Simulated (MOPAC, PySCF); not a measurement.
CH4OSi2, SMILES `C1([SiH3])=[SiH]O1`, neutral singlet in the gas phase. 

Cartesian coordinates (Å):
```xyz
8

Si    -1.3044    -0.0898     0.0759
C      0.5887    -0.2753    -0.0308
Si     2.3605    -0.0444     0.5788
O      1.2127    -0.8414    -0.9521
H     -1.6979    -0.7236     1.3528
H     -1.5692     1.3637     0.1299
H     -1.9869    -0.7217    -1.0738
H      2.3967     1.3325    -0.0808
```
Charge 0, spin multiplicity 1.

All levels are single points at this geometry (B3LYP-D3(BJ)/def2-TZVP); Pople sets use spherical d functions. Orbital energies aren't observables, and empty levels follow the basis.

```
level                            HOMO (eV)  LUMO (eV)  gap (eV)  dipole (D)  vertical IE, Delta-SCF (eV)
-------------------------------  ---------  ---------  --------  ----------  ---------------------------
TPSSh-D3(BJ)/def2-TZVP in PySCF      -6.07      -2.81      3.27        2.50                         8.59
B3LYP/6-311+G** in PySCF             -6.47      -2.52      3.95        2.54                            –
B3LYP/6-31G* in PySCF                -6.27      -2.21      4.06        2.70                         8.65
B3LYP/LANL2DZ in PySCF               -6.38      -2.42      3.96        3.02                            –
BP86/6-31G* in PySCF                 -5.54      -3.21      2.33        2.65                            –
PBE/6-31G* in PySCF                  -5.43      -3.12      2.30        2.66                         8.48
HF/3-21G in PySCF                    -8.97       2.01     10.98        3.09                            –
HF/STO-3G in PySCF                   -6.07       7.51     13.58        1.67                            –
PM3 in MOPAC                         -8.18      -1.06      7.12        3.03                            –
```
